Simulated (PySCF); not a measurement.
# What a mistake does to a calculation on BCF2H2

These are calculations, not measurements. The program is PySCF 2.14.0, an open-source quantum chemistry code, run on an isolated molecule that a program drew, which may never have been made. The molecule is BCF2H2 (charge 0, doublet), drawn as the SMILES string `[CH2]B(F)F`.

Each row is a Hartree-Fock (HF) and frozen-core CCSD(T) single point in the cc-pVDZ basis, meant for a local HF minimum. Run 1 is clean. Each other run has one planted mistake out of seven kinds, and not every kind appears here: one electron removed, one electron added, multiplicity raised by two, geometry at a saddle point, minimal basis STO-3G, one bond length entered in bohr, all coordinates scaled. The reference is restricted for singlets and unrestricted otherwise, and also for a bond in bohr. Adding or removing an electron swaps singlet and doublet. Electrons count all cores. HOMO and LUMO are orbital energies over both spins, the gradient is its largest component, and the lowest frequency (negative if imaginary) is given only where the gradient is small. Bond lengths are over the 5 bonds as drawn. T1 is the CCSD diagnostic: over 0.02 (restricted) or 0.045 (unrestricted) a single reference is doubtful.

Geometry of the clean run:
```xyz
6
BCF2H2, angstrom
C    -1.6702   -0.8059    0.0449
B    -2.4987   -0.1322   -1.0563
F    -3.4306   -0.7881   -1.7306
F    -2.3221    1.1381   -1.3860
H    -0.9081   -0.2681    0.5957
H    -1.8155   -1.8452    0.3135
```

| run | electrons | basis functions | <S^2> | HOMO (eV) | LUMO (eV) | gradient (hartree/bohr) | lowest frequency (cm^-1) | mean bond (Å) | longest bond (Å) | T1 | HF (hartree) | CCSD(T) (hartree) | mistake |
|---|---|---|---|---|---|---|---|---|---|---|---|---|---|
| 1 | 31 | 66 | 0.758 | -11.47 | 1.46 | 2.0e-05 | 299 | 1.2698 | 1.534 | 0.0132 | -262.70419 | -263.30237 | no fault |
| 2 | 31 | 22 | 0.762 | -9.77 | 5.68 | 2.1e-02 | - | 1.2698 | 1.534 | 0.0158 | -259.09454 | -259.24041 | minimal basis STO-3G |
| 3 | 31 | 66 | 0.757 | -11.43 | 1.63 | 7.0e-02 | - | 1.2126 | 1.465 | 0.0122 | -262.68925 | -263.28059 | all coordinates scaled |
| 4 | 31 | 66 | 1.494 | -12.17 | 1.54 | 1.7e-02 | - | 1.4625 | 2.047 | 0.0448 | -262.57769 | -263.16578 | one bond length entered in bohr |
| 5 | 30 | 66 | 0.000 | -23.39 | -8.79 | 9.0e-02 | - | 1.2698 | 1.534 | 0.0184 | -262.33508 | -262.92158 | one electron removed |
| 6 | 32 | 66 | 0.000 | -0.98 | 11.55 | 9.0e-02 | - | 1.2698 | 1.534 | 0.0120 | -262.68802 | -263.32258 | ? |

**Which mistake was planted in run 6, and what did it cost?**

It counts 32 electrons, one more than the clean run, at the same geometry and basis. So the mistake is: one electron added. Subtracting run 1 and multiplying by 627.51 kcal/mol a hartree, the energy moved by 10.1 kcal/mol in HF and -12.7 kcal/mol in CCSD(T).

